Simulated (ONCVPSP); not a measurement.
Cutoff test, copper (Cu), ONCV

* Element: Cu (Z = 29)
* Generator: ONCVPSP 4.0.1
* Type: optimised norm-conserving Vanderbilt (ONCV)
* Functional: PBE
* Relativity: scalar-relativistic
* Frozen core: [Ne]
* Valence charge: 19
* Reference configuration: 3s2 3p6 3d10 4s1
* Partial waves: 3s+4s: rc 1.35 bohr, ncon 3, nbas 6, qcut 9.1 1/bohr, 2 projectors; 3p: rc 0.95 bohr, ncon 4, nbas 8, qcut 13.1 1/bohr, 2 projectors, debl 3.8 Ha; 3d: rc 1.45 bohr, ncon 3, nbas 8, qcut 13.1 1/bohr, 1 projector
* Local potential: polynomial inside 0.75 bohr (lpopt 5, dvloc0 0 Ha)
* Core correction: Teter function, fcfact 3, rcfact 1.35

Problem. For each optimised wave give the share of its norm inside rc, the residual kinetic energy above qcut (Ha) and the cutoffs (Ha) for errors of 10, 1, 0.1 and 0.01 mHa per electron.

Solution.

```json
{"wave": "3s", "norm inside rc": "0.976", "residual KE": "1.2e-06", "10 mHa": "12.9", "1 mHa": "16.3", "0.1 mHa": "27.0", "0.01 mHa": "34.4"}
{"wave": "4s", "norm inside rc": "0.049", "residual KE": "7.5e-07", "10 mHa": "8.7", "1 mHa": "12.8", "0.1 mHa": "27.2", "0.01 mHa": "34.8"}
{"wave": "3p", "norm inside rc": "0.776", "residual KE": "1.7e-06", "10 mHa": "35.3", "1 mHa": "44.1", "0.1 mHa": "51.0", "0.01 mHa": "69.7"}
{"wave": "p projector 2", "norm inside rc": "0.027", "residual KE": "6.5e-07", "10 mHa": "25.4", "1 mHa": "35.9", "0.1 mHa": "44.4", "0.01 mHa": "53.1"}
{"wave": "3d", "norm inside rc": "0.801", "residual KE": "9.0e-06", "10 mHa": "47.6", "1 mHa": "57.0", "0.1 mHa": "64.6", "0.01 mHa": "77.9"}
```

The occupied waves need 57 Ha and 65 Ha for 1 and 0.1 mHa. 1 of 4 tests not solved or not reliable.
